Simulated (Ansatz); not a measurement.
Stepwise reaction of `CB(C)N` with hydrogen sulfide, as a gas-phase model of exchange steps in deposition or etching. ΔE in kJ/mol; ΔG adds harmonic PBE0-D4 terms to CCSD(T)/CBS, at 1 bar.

Isolated molecules relaxed with PBE0-D4/def2-TZVP in Ansatz; ΔE leaves out vibrations. CCSD(T)/CBS is the MP2 limit (def2-TZVPP, def2-QZVPP) plus CCSD(T) − MP2 in def2-TZVPP, frozen cores. This one scheme is used for every species. Functionals use def2-TZVPP. B3LYP here is the variant with VWN-RPA as its local correlation; programs differ in this. One conformer a species, not always the lowest.

| step | reaction | PBE-D4 | B3LYP-D4 | ωB97M-V | CCSD(T)/CBS | ΔG(600 K) |
| --- | --- | --- | --- | --- | --- | --- |
| 1 | `CB(C)N` + H₂S → `CB(N)S` + CH₄ | -71.6 | -69.7 | -66.6 | -67.8 | -55.5 |

Question: Give the row of step 2, `CB(N)S` + H₂S → `NB(S)S` + CH₄. (Estimate.)

Answer: The calculation gave: 
| step | reaction | PBE-D4 | B3LYP-D4 | ωB97M-V | CCSD(T)/CBS | ΔG(600 K) |
| --- | --- | --- | --- | --- | --- | --- |
| 2 | `CB(N)S` + H₂S → `NB(S)S` + CH₄ | -60.7 | -58.6 | -55.2 | -56.9 | -40.6 |

Question: By hand: ΔE of the 2 steps together at CCSD(T)/CBS.

Answer: (-67.8) + (-56.9) = -124.7 kJ/mol, or -62.3 kJ/mol a step.

In ΔE each step is higher than the one before. All are downhill at CCSD(T)/CBS. ΔG lies between -55.5 and -40.6 kJ/mol a step. PBE-D4 differs from CCSD(T)/CBS by -3.8 to -3.8 kJ/mol a step. Isolated molecules leave out the surface, adducts and barriers. Largest T1 diagnostic: 0.012.
